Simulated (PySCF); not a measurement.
CH₅GaN (SMILES [CH3][Ga+][NH2]), charge +1, singlet, geometry from GFN2-xTB (such geometries of metal compounds can be far from the true shape). Base run: PySCF with DF-B3LYP/6-311G**.

Here is a job for PySCF.
```python
from pyscf import gto, scf, dft

mol = gto.Mole()
mol.atom = '''
    Ga   -0.02078167   -0.04139309    0.01871991
    C    -0.32965711    1.59034736   -1.18372534
    H    -1.18371196    2.14260301   -0.78054048
    H    -0.53325475    1.22375778   -2.19427313
    H     0.58532729    2.19041600   -1.15293618
    N     0.45638313   -1.42157676    1.12474740
    H     0.54897475   -2.36245116    0.73536416
    H     0.01015732   -1.50218645    2.04118885
'''
mol.basis = '6-311g**'
mol.charge = 1
mol.verbose = 4
mol.build()

mf = dft.RKS(mol)
mf.xc = 'b3lyp'
mf = mf.density_fit(auxbasis='def2-universal-jkfit')
mf.kernel()
mf.analyze()
```

Each row names what was changed in the base input (with any setting that the change needs).

```tsv
change	basis functions	E (Eh)	HOMO (eV)	HOMO-LUMO gap (eV)
base	110	-2020.51296	-13.00	5.74
basis = cc-pVTZ-DK; relativity = none (without mf = mf.density_fit(auxbasis='def2-universal-jkfit'))	173	-2009.69501	-13.03	5.81
basis = x2c-SVPall; relativity = spin-free X2C (without mf = mf.density_fit(auxbasis='def2-universal-jkfit'))	85	-2039.17083	-12.96	5.71
basis = cc-pVTZ-DK; relativity = spin-free X2C (without mf = mf.density_fit(auxbasis='def2-universal-jkfit'))	173	-2039.63431	-13.02	5.73
basis = cc-pVTZ-DK; relativity = spin-free X2C; nucleus = Gaussian (with mol.nucmod = 'G'; without mf = mf.density_fit(auxbasis='def2-universal-jkfit'))	173	-2039.62349	-13.02	5.73
basis = x2c-SVPall; relativity = none (without mf = mf.density_fit(auxbasis='def2-universal-jkfit'))	85	-2013.15123	-13.00	5.82
basis = x2c-TZVPall; relativity = spin-free X2C (without mf = mf.density_fit(auxbasis='def2-universal-jkfit'))	140	-2039.62539	-13.04	5.73
basis = x2c-TZVPall; relativity = none (without mf = mf.density_fit(auxbasis='def2-universal-jkfit'))	140	-2012.64224	-13.05	5.81
basis = x2c-TZVPall; relativity = spin-free X2C; nucleus = Gaussian (with mol.nucmod = 'G'; without mf = mf.density_fit(auxbasis='def2-universal-jkfit'))	140	-2039.61604	-13.04	5.73
basis = x2c-SVPall; relativity = spin-free X2C; nucleus = Gaussian (with mol.nucmod = 'G'; without mf = mf.density_fit(auxbasis='def2-universal-jkfit'))	85	-2039.16221	-12.96	5.71
```

Total energies compare only within one method and basis.

Basis sets contracted for a relativistic Hamiltonian are a mismatch without it, so the rows without relativity aren't non-relativistic limits. No row has spin-orbit coupling; sets with core potentials leave out the core electrons.
